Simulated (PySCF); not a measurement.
Electron correlation in Tc⁺ (technetium, charge +1)

[Kr] 4d5 5p1, high-spin 7P determinant (an excited configuration). All numbers are calculated (PySCF 2.14, scalar relativity by spin-free X2C-1e, in ANO-RCC-VTZP). Frozen: [Ar] 3d10; 14 electrons correlated.

```json
{"level": "CCSD", "correlation energy (mhartree)": "-376.30"}
{"level": "(T)", "correlation energy (mhartree)": "-9.05"}
{"level": "CCSD(T)", "correlation energy (mhartree)": "-385.35"}
```

Diagnostics: T1 = 0.0073, D1 = 0.0343, largest double amplitude 0.028.

Cost of the coupled-cluster step: of the order of 11 core-seconds, for 14 correlated electrons.

The basis was made for the ground configuration and has no added diffuse functions, which can raise the energy of the promoted electron.
